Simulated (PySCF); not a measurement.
# Working out the ionisation energy of C⁺

C⁺ [He] 2s2 2p1 (2P) → C²⁺ [He] 2s2 (1S). All numbers are calculated (PySCF 2.14, scalar relativity by spin-free X2C-1e, in x2c-TZVPPall with one added diffuse shell each of s, p, d type (6s4p3d1f, 40 functions)). Frozen: 1s2. Energies in hartree (1 hartree = 27.21139 eV):

```json
{"part": "UHF", "C⁺ (lower)": "-37.310676", "C²⁺ (upper)": "-36.422570"}
{"part": "CCSD correlation", "C⁺ (lower)": "-0.073992", "C²⁺ (upper)": "-0.072731"}
{"part": "(T)", "C⁺ (lower)": "-0.001139", "C²⁺ (upper)": "0.000000"}
```

What does Hartree-Fock give?

(-36.422570) − (-37.310676) = 0.888106 hartree = 24.167 eV.

What do CCSD and CCSD(T) give?

The CCSD correlation energies differ by 0.001261 hartree = 0.034 eV and the triples by 0.001139 hartree = 0.031 eV, so CCSD gives 24.201 eV and CCSD(T) 24.232 eV.

Measured between the centres of the two terms (NIST): 24.378 eV, so CCSD(T) (valence) is off by -0.146 eV.

The coupled-cluster amplitudes are large, so a single reference is strained.

What remains against the reference includes basis incompleteness, the frozen core and higher excitations.
